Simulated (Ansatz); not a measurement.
Te2Pb (the lowest singlet isomer of a short search) was relaxed with r2SCAN-D4 (def2-SVP) in Ansatz in these states: neutral quintet, neutral singlet, neutral triplet. The geometries follow in no particular order.

In the def2 sets Pb, Te take a core potential; there is no spin–orbit coupling.

A:

```xyz
3

Pb   -0.669    1.228   -0.861
Te    0.453   -1.383   -0.758
Te    0.216    0.154    1.619
```

B:

```xyz
3

Pb   -1.390    0.235    0.943
Te    1.536   -0.727    0.919
Te   -0.146    0.492   -1.862
```

C:

```xyz
3

Pb    0.377   -1.191    1.321
Te   -0.239   -0.403   -1.546
Te   -0.139    1.594    0.226
```

**Question.** Judge from the bond lengths which geometry belongs to which state (an estimate).

**Answer.** A is the neutral singlet (Te2–Te3 2.840 Å, Pb1–Te2 2.844 Å, Pb1–Te3 2.844 Å); B is the neutral quintet (Te2–Te3 3.471 Å, Pb1–Te2 3.080 Å, Pb1–Te3 3.080 Å); C is the neutral triplet (Te2–Te3 2.672 Å, Pb1–Te2 3.037 Å, Pb1–Te3 3.037 Å).

At PBE0-D4/def2-TZVP a singlet lies 2.90 eV below the neutral quintet. At PBE0-D4/def2-TZVP a singlet lies 0.89 eV below the neutral triplet. These are the stationary points nearest to one start from a short search; other shapes may lie lower in each state.
